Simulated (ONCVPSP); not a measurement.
# What one change does to a pseudopotential (K, ONCV)

ONCVPSP 4.0.1 input, shortened (lines: element, Z, core and valence counts, functional; n l f; lmax; l rc ep ncon nbas qcut; lloc lpopt rc5 dvloc0; l nproj debl; icmod fcfact rcfact), PBEsol, scalar-relativistic:

```
  K 19.00    3    2  -116133      upf
    1    0    2.00
    2    0    2.00
    2    1    6.00
    3    0    2.00
    3    1    6.00
    2
    0    1.30    0.00    5    9    4.50
    1    2.20    0.00    4    7    7.60
    2    2.30    0.37    5    9    4.90
    4    5    1.30    6.00
    0    1    1.00
    1    3    2.90
    2    2    3.20
    0    0.00    0.00
```

In the d channel the program set the typed energies aside and used 0.050, 3.250 Ha.

All-electron outer shells of the reference configuration (PBEsol, scalar-relativistic, ld1.x):

```tsv
shell	level (eV)	outermost node (bohr)	outermost maximum (bohr)
3p	-24.83	0.45	1.15
```

Change: local potential polynomial inside 1.20 bohr (lpopt 5, dvloc0 4 Ha).

Cutoffs: the cutoffs (Ha) at which the residual kinetic energy of the hardest occupied pseudo-wave falls to 1 and 0.1 mHa per electron; they do not see the model core or the augmentation charge, which bear on the density cutoff. Errors are all-electron minus pseudo energies relative to the spin-unpolarised reference configuration.

Question: How do hardness, ghosts and transferability respond?

Answer: The potential gets neither clearly harder nor softer (115 Ha and 136 Ha → 115 Ha and 136 Ha); of the 4 tests that both files solve, the error grows in 0 and shrinks in 3 by more than 15 % and 0.3 meV (median size 16.9 → 4.2 meV); the range in which the s phases agree widens (upper end 1.0 → 2.8); neither file shows a bound ghost.

```csv
quantity,base,changed
"cutoff, loose",115 Ha,115 Ha
"cutoff, tight",136 Ha,136 Ha
bound ghosts,none,none
GHOST(+) flags under 300 eV,none,none
"error for 3s2 3p6 4s1, meV [ΔE -4.22 eV]",+45,+9.8
"error for 3s2 3p6 4s0.5, meV [ΔE -2.60 eV]",+32,+6.9
"error for 3s2 3p6 4p1, meV [ΔE -2.70 eV]",+0.1,+0.1
"error for 3s2 3p6 3d1, meV [ΔE -1.81 eV]",-2.0,-1.5
s: phases at 1.32 bohr within 0.05 rad from the reference energy up to (Ha; the scan ends near 5),1.0,2.8
p: phases at 2.23 bohr within 0.05 rad from the reference energy up to (Ha; the scan ends near 5),to the end of the scan,to the end of the scan
d: phases at 2.34 bohr within 0.05 rad from the reference energy up to (Ha; the scan ends near 5),1.1,1.2
```
